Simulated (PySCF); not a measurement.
## Excitation energy of Zr(2+) by level of theory

Zr(2+) [Kr] 4d2 (3F) → Zr(2+) [Kr] 4d1 5s1 (3D), as a difference of total energies. Calculation: PySCF 2.14, in Sapporo-DKH3-DZP-2012; the spin-free X2C one-electron Hamiltonian (Gaussian nucleus). Correlated levels: valence: [Kr] frozen; valence and next inner shell: [Ar] 3d10 frozen. The calculations carry no spin-orbit coupling.

```tsv
method	excitation energy (eV)
UHF	2.370
LDA	2.162
PBE	2.375
PBE0	2.513
r2SCAN	2.615
M06-2X	2.326
LC-wPBE	2.693
r2SCAN0	2.624
r2SCANh	2.618
MP2 (valence)	2.343
SCS-MP2 (valence)	2.361
MP2 (valence and next inner shell)	1.950
SCS-MP2 (valence and next inner shell)	2.043
```

Problem. How much does correlation contribute at MP2 (valence and next inner shell)?

Solution. 1.950 − (2.370) = -0.420 eV, measured against UHF.

A first-order spin-orbit estimate (lowest level to lowest level, LS coupling) adds 0.020 eV.

The basis was made for the ground configuration and has no added diffuse functions, so the excitation energy can come out too high.
